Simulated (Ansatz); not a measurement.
A correction line for PBE0-D4/def2-TZVPP: vertical ionisation energy

The vertical ionisation energy (cation less neutral) in eV of 6 molecular compounds of Ti: x at PBE0-D4/def2-TZVPP, y at CCSD(T)/def2-TZVPP. Shapes, held fixed at every level: PBE0-D4/def2-TZVP. Flexible molecules stand in one conformer, not always the lowest. Programs: Ansatz 0.2.0.

| molecule | x (eV) | y (eV) |
| --- | --- | --- |
| C2H12N4Ti (SMILES C[N](C)[Ti]([NH2])([NH2])[NH2]) | 7.93 | 8.12 |
| C3H10O3STi (SMILES C[O][Ti]([OH])([O]C)[S]C) | 8.34 | ? |
| Ti(NH2)4 | 8.62 | 8.91 |
| C3H10O4Ti (SMILES CC(C)[O][Ti]([OH])([OH])[OH]) | 9.86 | 10.19 |
| C2H5F3OTi (SMILES CC[O][Ti]([F])([F])[F]) | 11.30 | 11.65 |
| C2H2F6OTi (SMILES FC(F)(F)C[O][Ti]([F])([F])[F]) | 11.99 | 12.30 |

**Question.** Fit y = c + s·x to the known rows and predict y for C3H10O3STi.

**Answer.** 
1. Means of the 5 rows: x = 9.9400, y = 10.234.
2. Σ(Δx)² = 11.841, Σ(Δx·Δy) = 12.161, so the slope is 12.161/11.841 = 1.027.
3. Intercept: 10.234 − (1.027) × 9.9400 = 0.026. The largest residual of the fit is 0.050.
4. C3H10O3STi: 0.026 + 1.027 × 8.34 = 8.59 eV.

CCSD(T)/def2-TZVPP gives 8.35 eV, so the prediction is off by +0.24 eV, more than the largest residual. Uncorrected, PBE0-D4/def2-TZVPP misses C3H10O3STi by -0.01 eV, and the other rows by 0.29 on average. The line makes this one worse. Left out in turn, the other rows are missed by 0.06 eV on average, so the withheld one doesn't follow the line. Cations run unrestricted. Outer-core shells of Ti are correlated, in sets that cover them unevenly.
